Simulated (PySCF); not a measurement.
Vertical excitations of a molecule CH₃F₃Si from PySCF with TDDFT-PBE/def2-SVPD, as energy in eV (oscillator strength): 6.81 (0.005), 7.39 (0.000), 7.70 (0.000), 7.72 (0.044), 8.38 (0.008), 8.58 (0.006), 8.66 (0.031), 8.66 (0.023), 8.84 (0.142), 9.16 (0.013). Lowest triplet (TDA): 6.32 eV. Geometry optimised at ωB97X-D3(BJ)/def2-SVP. One conformer was computed; it need not be the lowest.

Question: Pick the molecule that these values belong to.
(A) C[Si](F)(F)F
(B) FC(F)(F)[SiH3]
(C) F[SiH2]C(F)F
(D) FC[SiH](F)F

Answer: D, FC[SiH](F)F
